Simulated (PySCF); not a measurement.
C3H6Se. Atoms are numbered in the order given.

```xyz
10

C      2.1782    -1.0065    -0.4088
C      0.9572    -0.9372     0.1303
Se    -0.2008     0.5700    -0.0200
C     -1.8883    -0.3793     0.2971
H      2.5850    -0.2104    -1.0396
H      2.8189    -1.8731    -0.2220
H      0.5655    -1.7493     0.7533
H     -2.0959    -1.0846    -0.5183
H     -2.6787     0.3826     0.3338
H     -1.8508    -0.9065     1.2605
```

Geometry: B3LYP-D3(BJ)/def2-SVP. One conformer was computed; it need not be the lowest.

All values below come from PBE/pcSseg-1 run with PySCF.

GIAO shieldings, no solvent; atoms listed in one row are averaged. δ = σ(ref) − σ: ¹³C against TMS (σ = 182.0 ppm); ⁷⁷Se against Me2Se (σ = 1634.8 ppm); ¹H against TMS (σ = 31.49 ppm), references at their B3LYP-D3(BJ)/def2-TZVP geometries, non-relativistic.

Computed chemical shifts:
```csv
nucleus,atoms,count,δ (ppm)
¹³C,C2,1,151.4
¹³C,C1,1,121.4
¹³C,C4,1,19.9
⁷⁷Se,Se3,1,204.2
¹H,H7,1,6.67
¹H,H6,1,5.89
¹H,H5,1,5.81
¹H,"H8, H9, H10",3,2.29
```
